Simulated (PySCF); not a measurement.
A calculated (PBE, PySCF 2.14, ANO-RCC-VTZP, the spin-free X2C one-electron Hamiltonian (Gaussian nucleus)) atom or ion has these occupied shells.

| shell | electrons | orbital energy (eV) | rms radius, mean of both spins (bohr) |
| --- | --- | --- | --- |
| 1s α | 1 | -48261.8 | 0.0254 |
| 1s β | 1 | -48261.8 | 0.0254 |
| 2s α | 1 | -7947.3 | 0.103 |
| 2s β | 1 | -7947.2 | 0.103 |
| 2p α | 3 | -7096.3 | 0.0923 |
| 2p β | 3 | -7096.2 | 0.0923 |
| 3s α | 1 | -1770.2 | 0.266 |
| 3s β | 1 | -1768.0 | 0.266 |
| 3p α | 3 | -1504.1 | 0.267 |
| 3p β | 3 | -1502.0 | 0.267 |
| 3d α | 5 | -1142.1 | 0.245 |
| 3d β | 5 | -1140.5 | 0.245 |
| 4s α | 1 | -372.97 | 0.601 |
| 4s β | 1 | -367.78 | 0.601 |
| 4p α | 3 | -284.98 | 0.638 |
| 4p β | 3 | -279.81 | 0.638 |
| 4d α | 5 | -160.93 | 0.703 |
| 4d β | 5 | -155.80 | 0.703 |
| 5s α | 1 | -66.765 | 1.44 |
| 5s β | 1 | -64.035 | 1.44 |
| 5p α | 3 | -44.785 | 1.66 |
| 5p β | 3 | -42.717 | 1.66 |
| 4f α | 6 | -27.765 | 0.989 |
| 6p α | 1 | -12.877 | 4.51 |

(1) Name the element and its charge.

## Answers

(1) Eu²⁺ (europium, charge +2), in [Xe] 4f6 6p1, one real determinant (an excited configuration).
